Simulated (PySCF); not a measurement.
Gas-phase reaction: GeHCl3 + 2 GeH4 → 3 GeH3Cl

Method: PySCF energies plus ideal-gas RRHO corrections (1 bar). † marks an energy on the PBE0/def2-TZVP geometry and frequencies; other levels use their own. CCSD(T) freezes the core. 6-31G* has spherical d functions here. All species are closed-shell singlets. B3LYP is the form with VWN-RPA correlation. Ge: all electrons, no relativistic terms. CCSD(T) isn't extrapolated to the basis-set limit.

| level | ΔH°(298 K), kJ |
|---|---|
| B3LYP/6-31G* | 1 |
| BLYP/def2-TZVP† | 5 |
| CCSD(T)/def2-SVP† | 17 |
| CCSD(T)/def2-TZVPP† | 8 |
| PBE0/def2-QZVP† | ? |
| ωB97M-V/def2-TZVP† | ? |
| ωB97X-V/def2-TZVP† | ? |

Task: Some entries are withheld; supply them.

Result: 
- PBE0/def2-QZVP†, ΔH°(298 K), kJ: 4
- ωB97M-V/def2-TZVP†, ΔH°(298 K), kJ: 7
- ωB97X-V/def2-TZVP†, ΔH°(298 K), kJ: 5
